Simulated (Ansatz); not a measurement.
The cluster AlF₃, 4 atoms. Hardware: 4 threads of Arm Neoverse N1 on a shared host.

Correlated methods freeze 8 core orbitals. In CCSD on the charge 1 doublet the largest single amplitude is 0.39, so its Hartree–Fock determinant may place the open shell otherwise than the density functionals do.

Question: How many basis functions does each of these Ansatz runs have, and roughly what does it cost? r2SCAN-D4/def2-TZVPD, charge 0 singlet, energy, from earlier orbitals; PBE0-D4/def2-SVP, charge -1 doublet at the geometry of the charge 0 singlet, energy with a search over starts; PBE with 15 % exact exchange/def2-TZVP, charge 0 singlet, energy, from earlier orbitals; BHLYP-D4/def2-TZVP, charge 0 quintet, energy, from earlier orbitals; PBE-D4/def2-TZVP, charge 0 singlet, relaxation, 4 steps; PBE0-D4/def2-TZVPD, charge -1 doublet at the geometry of the charge 0 singlet, energy, from earlier orbitals; HF/def2-TZVP, charge 0 singlet, energy, from earlier orbitals; HF/STO-3G, charge 0 quintet, energy; PBE with 5 % exact exchange/def2-TZVP, charge 0 triplet, energy, from earlier orbitals; CCSD(T)/def2-TZVPP, charge 1 doublet at the geometry of the charge 0 singlet, energy, from earlier orbitals; HF/def2-TZVP, charge 0 triplet, energy, from earlier orbitals; PBE-D4/def2-TZVP, charge 1 doublet at the geometry of the charge 0 singlet, energy, from earlier orbitals.

Answer: Other jobs shared the machine, so times can vary by a factor of up to 3. A dash marks memory too small to be measured apart from the calling script's.

```csv
run,functions,fitting or Cholesky vectors,wall time,peak host memory (GiB)
"HF/STO-3G, charge 0 quintet, energy",24,312,0.25 s,–
"HF/def2-TZVP, charge 0 singlet, energy, from earlier orbitals",130,908,0.71 s,–
"PBE with 15 % exact exchange/def2-TZVP, charge 0 singlet, energy, from earlier orbitals",130,727,1.1 s,–
"PBE0-D4/def2-SVP, charge -1 doublet at the geometry of the charge 0 singlet, energy with a search over starts",60,542,1.2 s,–
"PBE-D4/def2-TZVP, charge 1 doublet at the geometry of the charge 0 singlet, energy, from earlier orbitals",130,727,1.9 s,–
"HF/def2-TZVP, charge 0 triplet, energy, from earlier orbitals",130,908,2.5 s,–
"PBE with 5 % exact exchange/def2-TZVP, charge 0 triplet, energy, from earlier orbitals",130,727,2.5 s,–
"r2SCAN-D4/def2-TZVPD, charge 0 singlet, energy, from earlier orbitals",163,855,2.8 s,–
"PBE-D4/def2-TZVP, charge 0 singlet, relaxation, 4 steps",130,727,3.2 s,–
"PBE0-D4/def2-TZVPD, charge -1 doublet at the geometry of the charge 0 singlet, energy, from earlier orbitals",163,885,4 s,–
"BHLYP-D4/def2-TZVP, charge 0 quintet, energy, from earlier orbitals",130,817,5.5 s,–
"CCSD(T)/def2-TZVPP, charge 1 doublet at the geometry of the charge 0 singlet, energy, from earlier orbitals",135,877,68 s,1.8
```
